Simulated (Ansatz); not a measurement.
Consider the redistribution: `OPN[SiH3]` + `Cl[SiH2][SbH2]` → `O[PH][SbH2]` + `[SiH3]N[SiH2]Cl`.

Program: Ansatz. Geometries: PBE0-D4/def2-TZVP. ΔE: electronic, gas phase. CCSD(T)/CBS adds triple-zeta CCSD(T) − MP2 to the extrapolated MP2 energy (def2 sets, frozen cores). DFT in def2-TZVPP. B3LYP here is the variant with VWN-RPA as its local correlation; programs differ in this. def2 core potentials past Kr. For Sb outer-core shells are correlated without core-valence functions, which leaves a few kJ/mol of doubt a bond. Each species was taken in one conformer, which may not be the lowest.

`OPN[SiH3]`:

```xyz
10

O     1.655    1.713   -0.317
P     0.077    1.488    0.129
N    -0.362   -0.017   -0.502
Si   -0.654   -1.430    0.458
H     2.232    1.608    0.444
H    -0.422    2.272   -0.944
H    -0.296   -0.134   -1.504
H    -1.920   -2.089    0.039
H    -0.745   -0.976    1.867
H     0.436   -2.436    0.330
```

`Cl[SiH2][SbH2]`:

```xyz
7

Cl   -0.185   -2.170   -0.445
Si    0.802   -0.366   -0.321
Sb   -0.679    1.540    0.558
H     1.964   -0.555    0.582
H     1.293   -0.032   -1.682
H    -1.935    1.059   -0.493
H    -1.261    0.525    1.800
```

`O[PH][SbH2]`:

Cartesian coordinates in Å:
```
O -0.026 -1.519 0.723
P 1.215 -0.517 0.317
Sb 0.146 1.325 -1.071
H -0.841 -1.066 0.959
H 1.254 0.351 1.454
H -0.430 0.185 -2.204
H -1.318 1.240 -0.180
```

`[SiH3]N[SiH2]Cl`:

Z-matrix (Å, degrees):
```
Si
N 1 1.734
H 1 1.484 2 106.6
H 1 1.487 2 112.3 3 120.0
H 1 1.487 2 110.5 3 -119.6
Si 2 1.708 1 127.5 3 -13.2
H 2 1.011 1 116.1 3 179.3
Cl 6 2.065 2 113.2 1 -84.2
H 6 1.479 2 109.4 1 157.8
H 6 1.477 2 108.8 1 33.9
```

```json
{"level": "PBE-D4", "ΔE (kJ/mol)": "-39.5"}
{"level": "B3LYP", "ΔE (kJ/mol)": "-44.3"}
```

Task: What does CCSD(T)/CBS give? (Estimate.)

Result: Computed: -42.1 kJ/mol. The listed levels differ from it by 2.6, -2.2 kJ/mol.

Largest T1 diagnostic among the species: 0.014.

Leaving LDA and LC-ωPBE aside and taking each functional with its dispersion term where it has one, the values, not all of them listed here, spread over 10.5 kJ/mol, from B97M-V to ωB97X-V.
